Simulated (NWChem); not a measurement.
Molecule: CH₅BFN; SMILES CNBF

```xyz
9

B     -0.4467    -0.6825     0.0000
F      0.1220    -1.9013     0.0000
H     -1.6395    -0.5938     0.0000
N      0.3653     0.4531     0.0000
C     -0.0845     1.8349     0.0000
H      1.3718     0.3295     0.0000
H      0.2654     2.3766    -0.8886
H      0.2654     2.3766     0.8886
H     -1.1772     1.8537     0.0000
```
Atoms are numbered in this order, from 1.

All runs: NWChem. Medium grid unless said otherwise, to which SCAN and Minnesota functionals are sensitive. Geometry: optimised at B3LYP/6-31G* (spherical d). Hybrids' shares of exact exchange are those that their runs print; pure functionals count as 0. The functionals differ in more than this share.

| row | share of exact exchange | highest occupied level (eV) |
|---|---|---|
| PBE/def2-SVP | 0.00 | -6.22 |
| KT2/def2-SVP | 0.00 | -6.29 |
| B3LYP/def2-SVP | 0.20 | -7.38 |
| r2SCAN0/def2-SVP | 0.25 | -7.87 |
| M06/def2-SVP | 0.27 | withheld |

Task: Fit a straight line of the last column on the one before it, predict the withheld value, and compare with the run.

Result: 
1. Means of the 4 shown rows: x = 0.113, y = -6.940. Slope Σ(x − x̄)(y − ȳ)/Σ(x − x̄)² = -0.3205/0.05188 = -6.178; intercept -6.245.
2. The shown rows scatter about the line by 0.069 (root mean square); the largest residual is +0.10, at B3LYP/def2-SVP.
3. At x = 0.27 (M06/def2-SVP; beyond the shown range) the line gives -7.91.
4. The run gives -7.80, +0.11 from the line, 1.6 times the scatter.
